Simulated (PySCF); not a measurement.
## Computed spin Hamiltonian

Compound: C8H6O (charge +1 and doublet state).
Structure used (GFN2-xTB), in Å, numbered top down from 1:
```
atom  x, y, z in Å
C1     4.063    0.264   -0.264
C2     2.865    0.092   -0.240
C3     1.498   -0.167   -0.247
C4     1.059   -1.509   -0.723
O5     1.722   -2.487   -0.826
C6     0.546    0.739    0.159
C7    -0.813    0.564    0.034
C8    -2.031    0.493   -0.063
C9    -3.436    0.389   -0.170
H10    5.104    0.432   -0.251
H11   -0.020   -1.475   -0.997
H12    0.873    1.639    0.672
H13   -3.767   -0.591    0.190
H14   -3.740    0.461   -1.218
H15   -3.929    1.164    0.418
```

The hyperfine couplings belong to this conformer and change with its torsions.

As a line formula: `[H]/[C+]=[C]/C(C=O)=C/C#CC` [radical] (charge +1).

Computed, not measured: PySCF 2.14.0, UKS B3LYP, pcH-1 on C H O, non-relativistic, mean-field spin-orbit, GIAO. One conformer (not necessarily the lowest) at the GFN2-xTB geometry, without solvent, vibrations or thermal averaging. GFN2-xTB frequencies show an imaginary mode (39i cm⁻¹), so this geometry is no minimum at that level. The geometry wasn't refined by DFT: couplings that depend on bond lengths, twists or pyramidal angles can differ widely from those at the functional's own minimum, by a factor of two or more for some ions and for spin on atoms past the first row. The frame is twisted about the C3–C4 bond at this geometry (dihedral C2–C3–C4–O5 = 18°); couplings at other torsion angles weren't computed. No stability test was run, so a lower SCF solution isn't excluded.

```
g1, g2, g3                      : 2.00287, 2.00407, 2.00756
g_iso                           : 2.00483
Form of g                       : rhombic: the two nearest values differ by 26 % of g3 − g1
⟨S²⟩                            : 0.7678 (exact 0.7500)
α and β electrons               : 31, 30
HOMO–LUMO gap, α and β orbitals : 3.94, 1.51 eV
Total energy                    : -383.24337 Eh
Basis functions                 : 285
```

Hyperfine couplings atom by atom, in MHz; T1 to T3 are the principal values of the dipolar part; ρ(0) is the spin density at the nucleus:

```tsv
atom	isotope	a_iso	T1	T2	T3	Mulliken spin population	ρ(0) (bohr⁻³)
C1	13C	25.1	-30.1	-25.7	55.8	0.35	0.0224
C2	13C	-25.2	-8.9	1.6	7.3	-0.04	-0.0224
C3	13C	16.1	-20.9	-18.7	39.6	0.23	0.0143
C4	13C	-16.3	-6.1	2.6	3.4	-0.04	-0.0145
O5	17O	-5.3	-36.9	13.7	23.2	0.09	0.0088
C6	13C	-2.6	-10.3	-8.4	18.7	0.10	-0.0023
C7	13C	-14.1	-11.9	-2.9	14.8	0.03	-0.0126
C8	13C	16.2	-24.2	-22.8	46.9	0.28	0.0144
C9	13C	-10.8	-2.3	-1.0	3.3	-0.01	-0.0096
H10	1H	-28.7	-13.2	-2.8	16.0	-0.01	-0.0064
H11	1H	34.1	-3.3	1.0	2.3	0.01	0.0076
H12	1H	-3.8	-4.1	-2.7	6.8	0.00	-0.0008
H13	1H	56.3	-2.8	-1.2	4.0	0.02	0.0126
H14	1H	57.7	-2.8	-1.2	4.0	0.02	0.0129
H15	1H	1.2	-1.6	-1.5	3.1	0.00	0.0003
```

The Mulliken spin populations are largest on C1 (+0.35), C8 (+0.28), C3 (+0.23) and C6 (+0.10). Three atoms exceed +0.15.

C2, the radical centre as drawn in `[H]/[C+]=[C]/C(C=O)=C/C#CC`, holds a spin population of -0.04 out of 1.

Under fast tumbling the dipolar parts average out, and these isotropic splittings remain: 3 × 1H (H13/H14/H15, I = 1/2, 4 lines) with 1.37 mT, 1 × 1H (H11, I = 1/2, 2 lines) with 1.22 mT, 1 × 1H (H10, I = 1/2, 2 lines) with 1.02 mT and 1 × 1H (H12, I = 1/2, 2 lines) with 0.13 mT.

Class means assume fast exchange of nuclei equivalent by connectivity; if that motion is slow, each nucleus keeps its own coupling. The three 1H nuclei of mean +38.4 MHz run from 1.2 to 57.7 MHz in the frozen geometry.

The 17O coupling of O5 (-5.3 MHz) shows only in satellite lines or after enrichment, since that isotope makes up about 0.038 % of natural oxygen.

The 13C coupling of C2 (-25.2 MHz) shows only in satellite lines or after enrichment, since that isotope makes up about 1.07 % of natural carbon.

β density exceeds α density at some nuclei, such as C2 (-0.0224), C4 (-0.0145) and C7 (-0.0126), spin density in bohr⁻³. In a single determinant that takes different orbitals for the two spins, that is spin polarisation.
